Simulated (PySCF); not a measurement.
Species: C5H12Si.
SMILES: `C[SiH]1CCCC1`

Computed with TDDFT CAM-B3LYP/def2-SVPD, vertical, gas phase, core orbitals frozen in the response in PySCF. The structure is a single PBE0-D3(BJ)/def2-SVP conformer in the gas phase; no vibrational or solvent corrections.

Computed singlets with f of 0.002 or more:

| state | E (eV) | f |
| --- | --- | --- |
| S1 | 7.64 | 0.016 |
| S2 | 7.94 | 0.011 |
| S3 | 8.01 | 0.0051 |
| S4 | 8.24 | 0.051 |
| S5 | 8.28 | 0.059 |
| S6 | 8.40 | 0.016 |
| S7 | 8.49 | 0.089 |
| S8 | 8.55 | 0.043 |
| S9 | 8.72 | 0.0080 |
| S10 | 8.74 | 0.033 |

Question: Turn these into Einstein A coefficients, radiative lifetimes, transition dipoles and integrated cross-sections.

Answer: Relations used (vacuum, state to state): A = 0.6670 f ν̃² s⁻¹ (ν̃ in cm⁻¹); τ = 1/A; f = (2/3) ΔE |μ|² in atomic units; ∫σ dE = 109.76 f Mb·eV.

| state | A (s⁻¹) | τ | \|μ\| (D) | ∫σ dE (Mb·eV) |
| --- | --- | --- | --- | --- |
| S1 | 4.0×10⁷ | 25 ns | 0.74 | 1.7 |
| S2 | 2.9×10⁷ | 34 ns | 0.59 | 1.2 |
| S3 | 1.4×10⁷ | 71 ns | 0.41 | 0.56 |
| S4 | 1.5×10⁸ | 6.7 ns | 1.27 | 5.5 |
| S5 | 1.7×10⁸ | 5.7 ns | 1.37 | 6.4 |
| S6 | 5.0×10⁷ | 20 ns | 0.72 | 1.8 |
| S7 | 2.8×10⁸ | 3.6 ns | 1.66 | 9.8 |
| S8 | 1.4×10⁸ | 7.3 ns | 1.16 | 4.8 |
| S9 | 2.6×10⁷ | 38 ns | 0.49 | 0.88 |
| S10 | 1.1×10⁸ | 9.1 ns | 1.00 | 3.7 |

Leading configurations: S1 H→L (83%); S2 H→L+1 (31%); S3 H→L+1 (38%); S4 H→L+2 (43%); S5 H-1→L+1 (45%); S6 H→L+3 (32%); S7 H-1→L+2 (27%); S8 H-1→L+2 (21%); S9 H-2→L+2 (44%); S10 H-3→L (36%) (H = HOMO, L = LUMO).

The rates are for emission to S0 at the absorption energy, with no other channel.

Question: How much energy does a mole of photons resonant with S7 carry?

Answer: 8.488 eV × 96.485 = 819 kJ/mol (196 kcal/mol).

Question: Suppose S1 emitted 0.3 eV lower with the same transition dipole. How would A change?

Answer: At fixed |μ|, A goes as the cube of the energy: (7.34/7.64)³ = 0.89, which makes τ about 28 ns.

Question: By what factor does the largest A in the list exceed the smallest?

Answer: S7 has 20 times the rate of S3.

The vertical ionisation energy (ΔSCF) is 9.90 eV, 1.16 eV above S10.
